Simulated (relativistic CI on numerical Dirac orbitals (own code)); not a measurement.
# Hyperfine structure of Dy38+, mass number 161

Computed by Dirac-Coulomb-Breit CI, KLI orbitals optimised for each configuration, model QED, unscaled Slater integrals (own radial code, finite nucleus).

CI space (outside the closed core [Ne]): 3s2 3p6 3d10, 3s2 3p6 3d9 4s, 3s2 3p6 3d9 4p, 3s2 3p6 3d9 4d, 3s2 3p5 3d10 4s, 3s2 3p6 3d9 4f, 3s2 3p5 3d10 4p, 3s2 3p6 3d8 4s2, 3s2 3p6 3d8 4s 4p, 3s2 3p5 3d10 4d, 3s 3p6 3d10 4s, 3s2 3p6 3d9 5s, 3s2 3p6 3d8 4p2, 3s2 3p6 3d8 4s 4d, 3s2 3p6 3d9 5p, 3s2 3p5 3d10 4f. Levels of other configurations are missing.

Nuclear spin I = 5/2, μ = -0.479 μN, Q = 2.51 b (tables of Stone and Pyykkö). The electronic factors are computed for point nuclear moments, without core polarisation or the Bohr-Weisskopf and QED corrections.

```
               Level   E (eV)  A (MHz)  B (MHz)
 3s2 3p6 3d9 4s 3D_3  1128.10   -35410  -128000
 3s2 3p6 3d9 4s 1D_2  1129.66    25850  -100000
 3s2 3p6 3d9 4s 3D_1  1165.91    32540   -50800
 3s2 3p6 3d9 4s 3D_2  1166.96   -55920  -104000
3s2 3p6 3d9 4p 3P°_2  1206.17     4400   -87200
3s2 3p6 3d9 4p 3F°_2  1244.08   -23490   -91300
3s2 3p6 3d9 4p 3F°_4  1262.19    -5813    70800
3s2 3p6 3d9 4p 1D°_2  1264.01    -5275  -190000
```

Levels with J = 0, under 50 % of one LS term, or S terms without an open s electron are left out. Small factors come from cancelling terms and can be off by tens of per cent or more.

At this charge energies of transitions that change n are usually good to better than 1 %, and those within a shell (Δn = 0) to a few per cent.

(1) Give the hyperfine levels of 3s2 3p6 3d9 4s 3D_3 relative to its centre of gravity.

Results:

(1) With K = F(F + 1) − I(I + 1) − J(J + 1), E = AK/2 + B[¾K(K + 1) − I(I + 1)J(J + 1)]/[2I(2I − 1)J(2J − 1)]: F = 1/2: 277400, F = 3/2: 258800, F = 5/2: 215000, F = 7/2: 126900, F = 9/2: -32460, F = 11/2: -297600 MHz.

LS names give the leading component of a level, which can be under half, so a name can repeat, a term be missing and a line seem to break the LS rules.
